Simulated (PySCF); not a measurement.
**Ti⁺ (titanium, charge +1): UHF calculation**

Configuration: [Ar] 3d1 4s2, 2D determinant (an excited configuration). Computed with PySCF 2.14 in aug-cc-pwCVTZ, with no relativity, point nucleus.

* Total energy: -848.061630 hartree
* One-electron energy: -1152.2856 hartree
* Hartree (Coulomb) energy: 344.8785 hartree
* Exchange energy: -40.6545 hartree
* Kinetic energy: 848.11504 hartree
* ⟨S²⟩: 0.7527
* ⟨L²⟩: 6.032
* Sum of ⟨r⟩: 18.49 bohr
* Sum of ⟨r²⟩: 35.40 bohr²
* Traceless quadrupole moment −½Σ⟨3z² − r²⟩ along its main axis: 0.480 e·bohr²
* Density at the nucleus (Gaussians lack the cusp): 7090 bohr⁻³
* Spin density at the nucleus: 0.0646 bohr⁻³
* Langevin diamagnetic susceptibility: -28.0 ×10⁻⁶ cm³/mol

```csv
shell,electrons,mean orbital energy (eV),spread (eV),"rms radius, mean of both spins (bohr)"
1s β,1,-5001.0,0,0.0812
1s α,1,-5001.0,0,0.0812
2s α,1,-598.11,0,0.353
2s β,1,-597.55,0,0.353
2p α,3,-499.13,0.011,0.321
2p β,3,-498.59,0.682,0.321
3s α,1,-92.824,0,1.07
3s β,1,-90.898,0,1.07
3p α,3,-63.109,1.376,1.16
3p β,3,-60.735,1.921,1.16
3d α,1,-24.615,0,1.45
4s α,1,-14.056,0,3.32
4s β,1,-13.780,0,3.32
```

Spin-orbit constants ζ (cm⁻¹) from the X2C one-electron operator on these orbitals (non-relativistic here): bare nucleus, nucleus screened by l(l+1)(2l+1)/3 electrons, and screened by the Breit-Pauli mean field of the electrons.

```json
{"shell": "2p", "bare": "32380", "screened nucleus": "29430", "mean field": "n/a"}
{"shell": "3p", "bare": "3619", "screened nucleus": "3290", "mean field": "n/a"}
{"shell": "3d", "bare": "309.0", "screened nucleus": "168.5", "mean field": "n/a"}
```

To first order the Landé constant is A = 168.5 cm⁻¹, so the lowest level has J = 3/2 and lies 0.0313 eV below the centre of the term.
